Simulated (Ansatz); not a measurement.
Two members of one family (Same ligands, another metal), computed with Ansatz in the gas phase; def2 core potentials for Nb, Ta, no spin–orbit coupling. A dash marks a value that wasn't run or was left out as unsound. The structures are stationary points that may keep the symmetry of their start.

First: [NbO2F2]- (singlet, charge -1, PBE-D4/def2-SVPD geometry).

```xyz
5

Nb    0.0382   -0.0016    0.0126
O     0.7960   -1.3552    0.8531
O     1.2536    1.2607   -0.1959
F    -1.4650    0.6855    1.0693
F    -0.6228   -0.5894   -1.7391
```

```tsv
level	HOMO (eV)	vertical IE (eV)
PBE-D4/def2-SVPD	-1.57	–
r2SCAN-D4/def2-TZVPD	-1.77	4.90
PBE0-D4/def2-SVPD	-3.13	–
PBE0-D4/def2-TZVPD	-3.02	5.04
r2SCAN0-D4/def2-TZVPD	-3.25	–
```

Metal–donor distances: 2 × O 1.76 Å, 2 × F 1.96 Å.

Second: [TaO2F2]- (singlet, charge -1, PBE-D4/def2-SVPD geometry).

Cartesian coordinates in Å:
```
Ta 0.0152 0.0137 -0.0046
O -0.1182 1.4502 -1.0598
O 1.6851 -0.0469 0.6300
F -0.3381 -1.6056 -1.0605
F -1.2440 0.1887 1.4949
```

Task: What does the change do? Estimate second minus first.

Result: 
```csv
level,Δ HOMO (eV),Δ vertical IE (eV)
PBE-D4/def2-SVPD,0.16,–
r2SCAN-D4/def2-TZVPD,0.17,-0.18
PBE0-D4/def2-SVPD,0.18,–
PBE0-D4/def2-TZVPD,0.18,-0.17
r2SCAN0-D4/def2-TZVPD,0.19,–
```

Metal–donor distances: 2 × O 1.79 Å, 2 × F 1.97 Å.
